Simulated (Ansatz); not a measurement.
These are frozen-core CCSD(T)/cc-pVTZ // B3LYP-D3(BJ)/def2-TZVP (Ansatz, a program for electronic structure) values and carry that method's errors.

Ansatz 0.2 input:
```yaml
crystal:
  periodic: [false, false, false]
  atoms:
    - { symbol: Cl, position_ang: [1.887877, -0.343261, -0.000006] }
    - { symbol: Ga, position_ang: [-0.00913, 0.74073, -0.000001] }
    - { symbol: Cl, position_ang: [-1.881969, -0.38456, 0.000007] }
basis:
  gaussian: { orbitals: cc-pVTZ }
correlation:
  method: ccsd_t
magnetization:
  spin_polarized: true
  initial_magnetization: 1
```

Output:

```
Functional definition: HF
696 factors; integrals over basis functions are off by at most 6.9e-4 eV
mean field evaluation 1: about -77344.8701 eV, gradient 1.3e1 eV
mean field evaluation 2: about -77344.9335 eV, gradient 1.3e1 eV
mean field evaluation 4: about -77346.3306 eV, gradient 1.9e0 eV
mean field evaluation 8: about -77346.4199 eV, gradient 3.6e-1 eV
mean field evaluation 16: about -77346.4236 eV, gradient 4.1e-6 eV
mean field -77346.42364247 eV, -2842.4286415718 hartree, gradient 4.1e-6 eV, S^2 0.758050; 0 other end points of the search recorded, 0 dependent functions left out
19 core orbitals not correlated
reference -77346.42364247 eV, -2842.4286415718 hartree; 14, 13 occupied and 78, 79 virtual orbitals, 696 factors
second order -13.48421977 eV of doubles, -0.00000000 eV of singles
cycle   1  -13.94222736 eV  change   -4.6e-1 eV  update   8.5e-2
cycle   2  -14.29672479 eV  change   -3.5e-1 eV  update   2.6e-2
cycle   3  -14.36908680 eV  change   -7.2e-2 eV  update   1.5e-2
cycle   4  -14.36006789 eV  change    9.0e-3 eV  update   5.3e-3
cycle   5  -14.35999440 eV  change    7.3e-5 eV  update   2.3e-3
cycle   6  -14.36030662 eV  change   -3.1e-4 eV  update   9.5e-4
cycle   7  -14.36066262 eV  change   -3.6e-4 eV  update   3.9e-4
cycle   8  -14.36073645 eV  change   -7.4e-5 eV  update   1.6e-4
cycle   9  -14.36071484 eV  change    2.2e-5 eV  update   6.2e-5
cycle  10  -14.36069188 eV  change    2.3e-5 eV  update   2.5e-5
perturbative correction -0.68468570 eV, -0.0251617353 hartree
Total energy: -77361.46902005 eV, -2842.9815489996 hartree
```

Cost: roughly 30 core-seconds.
